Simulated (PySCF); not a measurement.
# Static response to an electric field

Species: C2H8N2Si2.
SMILES with atom numbers: `[N:1]#[C:2][CH2:3][Si@H:4]([NH2:5])[SiH3:6]` (hydrogens: H7, H8 on C3; H9 on Si4; H10, H11 on N5; H12, H13, H14 on Si6)

Structure used (GFN2-xTB), in Å, numbered top down from 1:
```xyz
14
C2H8N2Si2 angstrom
N      2.509   -2.207    0.042
C      2.047   -1.211    0.368
C      1.441    0.024    0.731
Si     0.015    0.450   -0.495
N     -0.550    1.954    0.142
Si    -1.714   -1.078   -0.408
H      1.050   -0.058    1.746
H      2.203    0.804    0.724
H      0.683    0.578   -1.809
H     -1.396    2.351   -0.230
H      0.100    2.693    0.361
H     -1.331   -2.362   -0.992
H     -2.181   -1.345    0.956
H     -2.877   -0.590   -1.158
```

Level: PBE0/def2-SVPD (PySCF), static field, nuclei fixed, core orbitals frozen in the response. The polarisability tensor in these axes (au):

```
x   97.36 -3.27  2.07
y   -3.27 97.25  2.63
z    2.07  2.63 77.03
```

Question: Diagonalise the tensor; give its mean and Δα, where Δα² is half the sum of the squared differences of the eigenvalues.

Answer: Principal values 76.40, 94.66 and 100.59 au; mean 90.55 au = 13.42 Å³ = 14.93 × 10⁻⁴⁰ C²·m²/J; Δα = 21.84 au (24 % of the mean).

Question: What is the dipole moment, and where does it point?

Answer: (-2.10, 4.53, 0.56) D, 5.03 D in size, pointing from the negative to the positive side. Measured along this direction, the outermost atoms are N1 at the negative end and H10 at the positive end.

Question: Orientational against electronic polarisability at 298 K (dilute gas, rigid molecules)?

Answer: In Gaussian units μ²/3kT = 204.99 Å³ against 13.42 Å³, a ratio of 15.28; the Debye molar polarisation (4π/3)N_A(α + μ²/3kT) is 551.0 cm³/mol, leaving out the vibrational part.

Question: Find the Langevin capture rate constant for H3O+ (19.018 u) meeting this molecule (116.023 u), k = 2.342 × 10⁻⁹ cm³/s × √(α in Å³ / reduced mass in u).

Answer: The reduced mass is 16.34 u, so k = 2.12 × 10⁻⁹ cm³/s. The formula leaves out the permanent dipole, which adds to the capture rate.

Question: Give the principal axes and the span of the nuclei along them.

Answer: Largest value along (-0.71, 0.71, 0.02), where the nuclei span 5.98 Å; middle along (0.70, 0.69, 0.19), 4.97 Å; least along (-0.12, -0.14, 0.98), 3.54 Å. The response follows the extents in order.

Isolated species at its GFN2-xTB geometry (one conformer only).

These values come from a run that also computed excited states. On an Arm Neoverse N1 with one thread (shared host), this took 55 s of wall time (grids of density and orbitals included) and 0.77 GiB of memory at its peak.
